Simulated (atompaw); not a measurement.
## Which change was made? (La, PAW (atompaw))

- Element: La (Z = 57)
- Generator: atompaw 4.2.0.5
- Type: PAW
- Functional: PBE
- Relativity: scalar-relativistic
- Frozen core: [Xe]
- Valence charge: 3
- Reference configuration: 4f0 5d1 6s2 6p0
- Partial waves: 6s (bound): rc 3.00 bohr; 6s channel at 3.45 Ry: rc 3.00 bohr; 6p (bound, empty): rc 3.00 bohr; 6p channel at 1.45 Ry: rc 3.00 bohr; 5d (bound): rc 3.00 bohr; 5d channel at 3.45 Ry: rc 3.00 bohr; 4f (bound, empty): rc 1.25 bohr; 4f channel at 0.95 Ry: rc 1.25 bohr
- Local potential: bessel scheme, radius 2.25 bohr
- Core correction: smooth core density matched at 2.15 bohr
- Augmentation charge: sinc compensation charge, radius 2.30 bohr; PAW radius 3.00 bohr; waves and projectors: custom polynom2 7 10 vanderbiltortho

Cutoffs, loose and tight: the cutoffs (Ry, on a coarse ladder) from which the occupation-weighted sum of valence levels, in a spherical-Bessel basis at the reference potential, stays within 10 and 1 mRy of its value at 400 Ry. They see the waves, projectors and local potential, not the compensation charge or the core.

The base gives: outcome: generated; cutoff, loose: 10 Ry; cutoff, tight: 25 Ry; bound ghosts: p.

Task: After one change the result is: outcome: generated; cutoff, loose: 15 Ry; cutoff, tight: 35 Ry; bound ghosts: s, p. Which change was it?
A. all radii scaled by about 0.91 (s 2.72, p 2.72, d 2.72, f 1.14 bohr); local potential bessel scheme, radius 2.04 bohr; augmentation sinc compensation charge, radius 2.08 bohr; PAW radius 2.72 bohr; waves and projectors: custom polynom2 7 10 vanderbiltortho; core correction smooth core density matched at 1.94 bohr
B. all radii scaled by about 1.07 (s 3.22, p 3.22, d 3.22, f 1.34 bohr); local potential bessel scheme, radius 2.42 bohr; augmentation sinc compensation charge, radius 2.48 bohr; PAW radius 3.22 bohr; waves and projectors: custom polynom2 7 10 vanderbiltortho; core correction smooth core density matched at 2.32 bohr
C. all radii scaled by about 1.23 (s 3.68, p 3.68, d 3.68, f 1.54 bohr); local potential bessel scheme, radius 2.76 bohr; augmentation sinc compensation charge, radius 2.82 bohr; PAW radius 3.68 bohr; waves and projectors: custom polynom2 7 10 vanderbiltortho; core correction smooth core density matched at 2.64 bohr
D. all radii scaled by about 0.75 (s 2.26, p 2.26, d 2.26, f 0.94 bohr); local potential bessel scheme, radius 1.70 bohr; augmentation sinc compensation charge, radius 1.74 bohr; PAW radius 2.26 bohr; waves and projectors: custom polynom2 7 10 vanderbiltortho; core correction smooth core density matched at 1.62 bohr
E. all radii scaled by about 0.82 (s 2.46, p 2.46, d 2.46, f 1.02 bohr); local potential bessel scheme, radius 1.86 bohr; augmentation sinc compensation charge, radius 1.90 bohr; PAW radius 2.46 bohr; waves and projectors: custom polynom2 7 10 vanderbiltortho; core correction smooth core density matched at 1.76 bohr

Result: E. The others give: all radii scaled by about 0.75 (s 2.26, p 2.26, d 2.26, f 0.94 bohr); local potential bessel scheme, radius 1.70 bohr; augmentation sinc compensation charge, radius 1.74 bohr; PAW radius 2.26 bohr; waves and projectors: custom polynom2 7 10 vanderbiltortho; core correction smooth core density matched at 1.62 bohr → outcome: generated; cutoff, loose: 10 Ry; cutoff, tight: 15 Ry; bound ghosts: s, p | all radii scaled by about 1.23 (s 3.68, p 3.68, d 3.68, f 1.54 bohr); local potential bessel scheme, radius 2.76 bohr; augmentation sinc compensation charge, radius 2.82 bohr; PAW radius 3.68 bohr; waves and projectors: custom polynom2 7 10 vanderbiltortho; core correction smooth core density matched at 2.64 bohr → outcome: generated; cutoff, loose: 8 Ry; cutoff, tight: 15 Ry; bound ghosts: none | all radii scaled by about 0.91 (s 2.72, p 2.72, d 2.72, f 1.14 bohr); local potential bessel scheme, radius 2.04 bohr; augmentation sinc compensation charge, radius 2.08 bohr; PAW radius 2.72 bohr; waves and projectors: custom polynom2 7 10 vanderbiltortho; core correction smooth core density matched at 1.94 bohr → outcome: generated; cutoff, loose: 12 Ry; cutoff, tight: 30 Ry; bound ghosts: s, p | all radii scaled by about 1.07 (s 3.22, p 3.22, d 3.22, f 1.34 bohr); local potential bessel scheme, radius 2.42 bohr; augmentation sinc compensation charge, radius 2.48 bohr; PAW radius 3.22 bohr; waves and projectors: custom polynom2 7 10 vanderbiltortho; core correction smooth core density matched at 2.32 bohr → outcome: generated; cutoff, loose: 8 Ry; cutoff, tight: 18 Ry; bound ghosts: p.
